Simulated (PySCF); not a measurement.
**From a computed spectrum to the compound**

A species of 8 atoms with charge 0 has these harmonic modes (PBE0, small Gaussian bases with core potentials, PySCF 2.14.0):

```csv
cm⁻¹,km/mol,symmetry
65,0.0,a2
176,3.4,e
176,3.4,e
275,367.9,a1
365,473.6,a1
537,63.5,e
537,63.5,e
575,123.2,e
575,123.2,e
1218,172.9,a1
1439,729.2,e
1439,729.2,e
1511,29.0,a1
1618,33.4,e
1618,33.4,e
3480,30.5,a1
3603,54.3,e
3603,54.3,e
```

Q: Which species is it, and in which structure?

A: LuH3(NH3) (singlet):
```xyz
8

Lu    0.1210   -0.1210    0.1210
H     1.0487    1.3374    1.0487
H    -1.3374   -1.0487    1.0487
H     1.0487   -1.0487   -1.3374
N    -1.2489    1.2489   -1.2489
H    -1.8578    1.8578   -0.6970
H    -0.6970    1.8578   -1.8578
H    -1.8578    0.6970   -1.8578
```
Ideal gas at 298.15 K and 1 bar: S = 321.6 J/(mol K), Cp = 92.0 J/(mol K), H − H(0 K) = 19.3 kJ/mol (rigid rotor, harmonic modes, spin degeneracy alone). 
 Other answers can fit too; this one was computed.
